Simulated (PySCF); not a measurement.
A structure optimised at PBE-D3(BJ)/def2-SVP, used in a PySCF frequency run:

```xyz
6

Mo     0.0000     0.0000     0.0000
F      0.0000     0.0000     1.8144
F      0.0000     0.0000    -1.8144
F     -1.7833     0.0000     0.0000
F      0.8916     1.5444     0.0000
F      0.8916    -1.5444     0.0000
```
Charge +1, spin multiplicity 1.

Q: Write its SMILES, formula and point group.

A: [F][Mo+]([F])([F])([F])[F], F5Mo, D3h

Q: What are its rotational constants (standard atomic weights)?

A: 2.7883, 2.3429, 2.3429 GHz
